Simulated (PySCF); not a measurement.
```xyz
12

C     -2.0895     0.2231     0.0806
C     -0.6223     0.3031     0.3168
C      0.3507    -0.3067    -0.3467
Si     2.1670    -0.1422     0.0267
Cl    -0.0060    -1.3713    -1.6972
H     -2.3330    -0.4314    -0.7518
H     -2.4936     1.2164    -0.1255
H     -2.5965    -0.1451     0.9750
H     -0.3035     0.9411     1.1359
H      2.7361    -1.4641     0.3587
H      2.8771     0.4012    -1.1490
H      2.3137     0.7761     1.1766
```

Charge 0, multiplicity 1.

Problem. Give the Mulliken and meta-Löwdin atomic charges from PBE-D3(BJ)/def2-TZVP // CAM-B3LYP-D3(BJ)/def2-TZVP run with PySCF 2.14.0.

Solution. 
```
atom  Mulliken (e)  meta-Löwdin (e)
----  ------------  ---------------
C1           -0.31            -0.36
C2           -0.17            -0.10
C3            0.02            -0.23
Si4           0.14             0.44
Cl5          -0.12            -0.06
H6            0.13             0.13
H7            0.13             0.14
H8            0.13             0.14
H9            0.12             0.13
H10          -0.02            -0.08
H11          -0.02            -0.08
H12          -0.03            -0.08
```
